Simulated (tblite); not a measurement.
C5H4F3 (doublet state).
Atom-mapped SMILES: `[CH:1]#[C:2][C@@H:3]([F:4])[C:5]([F:6])[CH2:7][F:8]` (hydrogens: H9 on C1; H10 on C3; H11, H12 on C7)

The geometry is computed with GFN2-xTB (gas phase). This method treats the open shell by occupation alone, without spin polarisation.

Problem. List the bond lengths, angles and torsions at this level.

Solution. 
```csv
bond,length (Å),order
C1≡C2,1.197,triple
C2–C3,1.456,single
C3–F4,1.400,single
C3–C5,1.485,single
C5–F6,1.345,single
C5–C7,1.473,single
C7–F8,1.397,single
C1–H9,1.049,single
C3–H10,1.098,single
C7–H11,1.095,single
C7–H12,1.095,single
```

Orders are formal, as drawn. A selection of angles:
```csv
angle,degrees
C1–C2–C3,177.5
C2–C3–F4,109.4
C2–C3–C5,109.4
F4–C3–C5,109.8
C3–C5–F6,116.9
C3–C5–C7,125.0
F6–C5–C7,117.8
C5–C7–F8,112.1
```

Dihedral angles: C2–C3–C5–F6 116° (anticlinal); C3–C5–C7–F8 86° (synclinal).

Of the pairs four or more bonds apart, C2···F8 is among the closest relative to their van der Waals radii: 3.18 Å, 100 % of the sum of Bondi's values. The C–F distances run from 1.345 Å (C5–F6, drawn single) to 1.400 Å (C3–F4, drawn single), a spread of 0.055 Å. C5 (carbon bonded to 2 C and F) is planar (angles 125.0°, 117.8° and 116.9°, sum 359.7°, 0.05 Å off the plane of its three neighbours). The C–C distances run from 1.197 Å (C1≡C2, drawn triple) to 1.485 Å (C3–C5, drawn single), a spread of 0.288 Å.

Point group: C1 (no symmetry element, even within 0.4 Å). Its GFN2-xTB frequencies are all real (lowest 29 cm⁻¹). 3 starts were optimised and ended at 0.00, 0.00 and 1.60 kcal/mol (GFN2-xTB); the lowest of these is shown.

Hardware: an AMD EPYC 9R45 with one thread, no GPU (shared host). Cost: 0.48 s. These figures are those of the optimisation.

One conformer stands for the species.
